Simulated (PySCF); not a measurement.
C6H6O2S.
Bonds: C1–O2, O2–C3, C3–O4 (double), C3–C5, C5–C6 (aromatic), C6–C7 (aromatic), C7–S8 (aromatic), S8–C9 (aromatic), C5–C9 (aromatic). Hydrogens: H10, H11, H12 on C1; H13 on C6; H14 on C7; H15 on C9.

Method: TDDFT PBE0/def2-SVPD, vertical, gas phase, core orbitals frozen in the response in PySCF. One conformer (not necessarily the lowest) at the PBE0-D3(BJ)/def2-SVP geometry, without solvent, vibrations or thermal averaging. Torsions of this conformer, `[CH3:1][O:2][C:3](=[O:4])[c:5]1[cH:6][cH:7][s:8][cH:9]1`: C1–O2–C3–O4 0°, O2–C3–C5–C6 1°.

Kohn–Sham orbitals with the atoms that hold most of them (Löwdin shares over 4%, at most four atoms; ? is withheld):

| orbital | ε (eV) | atoms |
| --- | --- | --- |
| LUMO+2 | 0.36 | S8 69%, C7 9%, C9 8% |
| LUMO+1 | -0.13 | C6 26%, C7 26%, C3 10%, S8 10% |
| LUMO | -1.31 | ? |
| HOMO | ? | ? |
| HOMO-1 | -7.67 | S8 40%, C6 18%, C5 17%, C7 8% |
| HOMO-2 | -8.23 | O4 68%, O2 10%, C3 9%, C5 6% |
| HOMO-3 | -8.91 | O2 44%, O4 27%, C1 11%, C3 7% |

Which atoms hold the LUMO, and with what shares?

C9 (bonded to C, S and H) 25%; S8 (bonded to 2 C) 18%; C5 (bonded to 3 C) 14%; C3 (bonded to C and 2 O) 13%. By element: carbon 52% or more, sulfur 18%.

Give the leading atoms of the HOMO.

C7 (bonded to C, S and H) 28%; C9 (bonded to C, S and H) 26%; C5 (bonded to 3 C) 14%; C6 (bonded to 2 C and H) 14%.

What is the HOMO energy, and the HOMO–LUMO gap?

ε(HOMO) = -7.29 eV; the gap is 5.98 eV (0.2198 hartree).

How does S1 compare with the orbital gap of 5.98 eV?

S1 is at 5.18 eV (f = 0.0003), 0.80 eV below the gap, made of HOMO-2→LUMO (89%), HOMO-2→LUMO+1 (9%). Its leading pair isn't HOMO and LUMO; the energies of that pair differ by 6.92 eV. 

One configuration dominates each of S1 and S2. Which, and how do the shares of the two leading atoms of either orbital change from the occupied to the empty one?

- S1 (5.18 eV, f 0.0003), HOMO-2→LUMO (89%): O4 68% → at most 14%, O2 10% → at most 14%, C9 at most 7% → 25%, S8 at most 7% → 18%
- S2 (5.21 eV, f 0.017), HOMO→LUMO (77%): C7 28% → at most 14%, C9 26% → 25%, S8 at most 15% → 18%

Löwdin shares depend on the basis, the more so with diffuse functions.
